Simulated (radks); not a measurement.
Excited configurations of neutral hydrogen: one electron is placed in a higher orbital outside the bare nucleus. The ground configuration is 1s1. Calculated with a radial shooting solver on a logarithmic mesh with Libxc functionals: Dirac Kohn-Sham, PBE, spin-unpolarised, spherical densities, finite nucleus; open shells are shared between the two j in proportion to 2j + 1; Gaussian nuclear charge, rms radius 0.8783 fm. Excitation = E - E(ground); binding = E(ion) - E, where the ion is the core of charge +1; n* = 1/sqrt(2 binding) in atomic units, and the quantum defect is n - n*.

| outer orbital | excitation (eV) | binding (eV) | n* | quantum defect |
|---|---|---|---|---|
| 3s | 10.855 | 1.633 | 2.886 | 0.114 |
| 4d | 11.548 | 0.940 | 3.804 | 0.196 |
| 4f | 11.582 | 0.906 | 3.876 | 0.124 |
| 5s | 11.856 | 0.632 | 4.640 | 0.360 |
| 6d | 12.039 | 0.449 | 5.504 | 0.496 |

The Delta-SCF ionisation energy is 12.488 eV (NIST Atomic Spectra Database: 13.598 eV, theoretical). Self-interaction in the functional shifts the binding energies and quantum defects, so they are the method's values and not measured ones. Spin polarisation and multiplet splitting are left out, so open shells lie too high by an amount that depends on their filling.

Beside tabulated values, note that spin-unpolarised runs miss the spin-polarisation part of the exchange energy of open shells.
